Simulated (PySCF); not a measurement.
AlGeH$_{2}$O$_{2}$, B$_{2}$GeH$_{7}$N, CH$_{9}$BGeSi, CH$_{3}$BGe and others (calculated)

Computed with PySCF 2.14.0. Calculation on a computer-drawn molecule: the log of a Hartree-Fock and frozen-core CCSD(T) single point meant for a local Hartree-Fock minimum, with one planted fault or none, to be diagnosed. Offsets are logged minus clean, where the clean run is the same molecule without the fault. The reference is restricted for singlets and unrestricted otherwise, and also for a bond in bohr or an excited solution. Adding or removing an electron swaps singlet and doublet. The excited solution moves the top pair (singlet) or top alpha electron (doublet) to the lowest empty orbital. Highest occupied and lowest empty are orbital energies over both spins, largest force is the largest gradient component, triples share is (T) over the correlation energy, the T1 limit is 0.02 restricted and 0.045 unrestricted, electrons count all cores, a negative frequency is imaginary (commonest isotopes), and the dipole is about the centre of nuclear charge; on germanium a core potential holds 10 electrons, which the energies leave out, and 3d is frozen in MP2 and coupled-cluster steps.

Common to all runs: meant multiplicity 1; meant basis and core potential on germanium cc-pVDZ-PP ECP10MDF; logged SCF converged yes; possible faults no fault, one electron removed, one electron added, multiplicity raised by two, geometry at a saddle point, SCF held on an excited solution, minimal basis STO-3G, one bond length entered in bohr, all coordinates scaled.

```yaml
- entry: 1
  formula: AlGeH2O2
  logged_structure:
    atoms_angstrom:
      - [O, -2.0153, 3.5691, 1.5278]
      - [Al, -1.0665, 2.3488, 1.2772]
      - [O, -0.0297, 1.0153, 1.0043]
      - [Ge, 0.9929, -0.2999, 0.7368]
      - [H, 1.0055, -1.3544, 1.8116]
      - [H, 1.7792, -0.2731, -0.5469]
  given:
    meant_charge: 1
    meant_basis: "cc-pV(D+d)Z"
    logged_electrons: 62
    logged_basis_functions: 84
    logged_spin_squared: 2.0239
    "logged_highest_occupied [eV]": -10.993
    "logged_lowest_empty [eV]": -6.4444
    "logged_largest_force [hartree/bohr]": 0.14608
    logged_T1_diagnostic: 0.020807
    logged_D1_diagnostic: 0.073985
    logged_triples_share: 0.023248
    logged_CC_converged: "yes"
    "logged_dipole_magnitude [debye]": 5.8931
    logged_SCF_stable_within_its_kind: "yes"
    "logged_energy_HF [hartree]": -685.87729
    "logged_energy_CCSD(T) [hartree]": -686.35932
    drawn_bonds_atom: [1, 2, 3, 4, 4]
    drawn_bonds_other_atom: [2, 3, 4, 5, 6]
    drawn_bonds_order: [2, 1, 1, 1, 1]
  results:
    planted_fault: "multiplicity raised by two"
    "HF_energy_offset_from_clean_run [kcal/mol]": 28.7
    "CCSD(T)_energy_offset_from_clean_run [kcal/mol]": 68.51
- entry: 2
  formula: B2GeH7N
  logged_structure:
    atoms_angstrom:
      - [B, -0.7158, -2.4526, -0.9823]
      - [Ge, 0.34, -0.6633, -1.1572]
      - [B, 0.4566, 0.3375, 0.683]
      - ["N", -0.0884, 1.6021, 0.8449]
      - [H, -0.1742, -3.4471, -0.5849]
      - [H, -1.8879, -2.5174, -1.2326]
      - [H, -0.3177, 0.2524, -2.2146]
      - [H, 1.7667, -0.958, -1.6629]
      - [H, 0.9966, -0.1728, 1.6289]
      - [H, -0.5495, 2.104, 0.1144]
      - [H, -0.0421, 2.1055, 1.7077]
  given:
    meant_charge: 0
    meant_basis: cc-pVDZ
    logged_electrons: 56
    logged_basis_functions: 100
    logged_spin_squared: 0.0
    "logged_highest_occupied [eV]": -4.9926
    "logged_lowest_empty [eV]": -3.317
    "logged_largest_force [hartree/bohr]": 0.10615
    logged_CC_converged: "no"
    "logged_dipole_magnitude [debye]": 6.6387
    logged_SCF_stable_within_its_kind: "no"
    "logged_energy_HF [hartree]": -400.89546
    drawn_bonds_atom: [1, 2, 3, 1, 1, 2, 2, 3, 4, 4]
    drawn_bonds_other_atom: [2, 3, 4, 5, 6, 7, 8, 9, 10, 11]
    drawn_bonds_order: [1, 1, 1, 1, 1, 1, 1, 1, 1, 1]
  results:
    planted_fault: "SCF held on an excited solution"
    "HF_energy_offset_from_clean_run [kcal/mol]": 238.8
  notes: ["CCSD not converged"]
- entry: 3
  formula: CH9BGeSi
  logged_structure:
    atoms_angstrom:
      - [Si, -1.3505, -0.9596, 0.4434]
      - [C, -0.8673, 0.8368, 0.0485]
      - [B, -0.4031, 0.9881, -1.4325]
      - [Ge, -1.6707, 1.5491, -3.0031]
      - [H, -0.1942, -1.8659, 0.2554]
      - [H, -2.4552, -1.4141, -0.4336]
      - [H, -1.7982, -1.0365, 1.8522]
      - [H, -0.0651, 1.0669, 0.7592]
      - [H, -1.7496, 1.4345, 0.2988]
      - [H, 0.7391, 0.7351, -1.7137]
      - [H, -3.1286, 1.7547, -2.5587]
      - [H, -1.1853, 2.8715, -3.6214]
      - [H, -1.6679, 0.4972, -4.1241]
  given:
    meant_charge: 0
    meant_basis: "cc-pV(D+d)Z"
    logged_electrons: 65
    logged_basis_functions: 119
    logged_spin_squared: 0.7578
    "logged_highest_occupied [eV]": -16.843
    "logged_lowest_empty [eV]": -7.998
    "logged_largest_force [hartree/bohr]": 0.090646
    logged_T1_diagnostic: 0.018999
    logged_D1_diagnostic: 0.090641
    logged_triples_share: 0.029186
    logged_CC_converged: "yes"
    "logged_dipole_magnitude [debye]": 2.0616
    logged_SCF_stable_within_its_kind: "yes"
    "logged_energy_HF [hartree]": -649.74596
    "logged_energy_CCSD(T) [hartree]": -650.24619
    drawn_bonds_atom: [1, 2, 3, 1, 1, 1, 2, 2, 3, 4, 4, 4]
    drawn_bonds_other_atom: [2, 3, 4, 5, 6, 7, 8, 9, 10, 11, 12, 13]
    drawn_bonds_order: [1, 1, 1, 1, 1, 1, 1, 1, 1, 1, 1, 1]
  results:
    planted_fault: "one electron removed"
    "HF_energy_offset_from_clean_run [kcal/mol]": 213.7
    "CCSD(T)_energy_offset_from_clean_run [kcal/mol]": 226.0
- entry: 4
  formula: CH3BGe
  logged_structure:
    atoms_angstrom:
      - [B, 0.267, 0.3419, -2.4022]
      - [C, 1.0351, -0.3915, -1.5335]
      - [Ge, 0.655, 0.633, 0.1159]
      - [H, -0.4268, 1.0544, -3.0289]
      - [H, 1.684, -1.2495, -1.5495]
      - [H, 1.5731, -0.2891, 1.0107]
  given:
    meant_charge: 0
    meant_basis: cc-pVDZ
    logged_electrons: 46
    logged_basis_functions: 66
    logged_spin_squared: 2.0127
    "logged_highest_occupied [eV]": -6.759
    "logged_lowest_empty [eV]": -0.23022
    "logged_largest_force [hartree/bohr]": 0.034996
    logged_T1_diagnostic: 0.018302
    logged_D1_diagnostic: 0.04797
    logged_triples_share: 0.039357
    logged_CC_converged: "yes"
    "logged_dipole_magnitude [debye]": 1.1321
    logged_SCF_stable_within_its_kind: "yes"
    "logged_energy_HF [hartree]": -357.53255
    "logged_energy_CCSD(T) [hartree]": -357.85402
    drawn_bonds_atom: [1, 2, 1, 2, 3]
    drawn_bonds_other_atom: [2, 3, 4, 5, 6]
    drawn_bonds_order: [2, 1, 1, 1, 1]
  results:
    planted_fault: "multiplicity raised by two"
    "HF_energy_offset_from_clean_run [kcal/mol]": 39.24
    "CCSD(T)_energy_offset_from_clean_run [kcal/mol]": 50.14
- entry: 5
  formula: CH5BGeO
  logged_structure:
    atoms_angstrom:
      - [C, -1.7911, 0.0508, -1.1298]
      - [O, -2.273, 0.8946, -0.1187]
      - [B, -2.6283, 0.4842, 1.1104]
      - [Ge, -2.4742, -1.4561, 1.9823]
      - [H, -3.3261, -0.4705, -2.4021]
      - [H, -1.0321, 0.5878, -1.6961]
      - [H, -1.3418, -0.8584, -0.72]
      - [H, -3.0577, 1.3511, 1.8384]
      - [H, -3.9685, -1.8112, 1.5858]
  given:
    meant_charge: 0
    meant_basis: cc-pVDZ
    logged_electrons: 56
    logged_basis_functions: 90
    logged_spin_squared: 1.0052
    "logged_highest_occupied [eV]": -8.6417
    "logged_lowest_empty [eV]": 0.56894
    "logged_largest_force [hartree/bohr]": 0.026828
    logged_T1_diagnostic: 0.073538
    logged_D1_diagnostic: 0.25283
    logged_triples_share: 0.036342
    logged_CC_converged: "yes"
    "logged_dipole_magnitude [debye]": 1.3601
    logged_SCF_stable_within_its_kind: "yes"
    "logged_energy_HF [hartree]": -433.56646
    "logged_energy_CCSD(T) [hartree]": -434.11469
    drawn_bonds_atom: [1, 2, 3, 1, 1, 1, 3, 4]
    drawn_bonds_other_atom: [2, 3, 4, 5, 6, 7, 8, 9]
    drawn_bonds_order: [1, 1, 1, 1, 1, 1, 1, 1]
  results: {}
  notes: ["T1 above single-reference limit"]
```

To be estimated
1. Which fault was planted in the run of CH$_{5}$BGeO (entry 5)?

Calculated values
1. one bond length entered in bohr, row 4 of the drawn bonds

Further results for CH$_{5}$BGeO (entry 5):

```
HF energy offset from clean run      : 77.68 kcal/mol
CCSD(T) energy offset from clean run : 79.66 kcal/mol
```
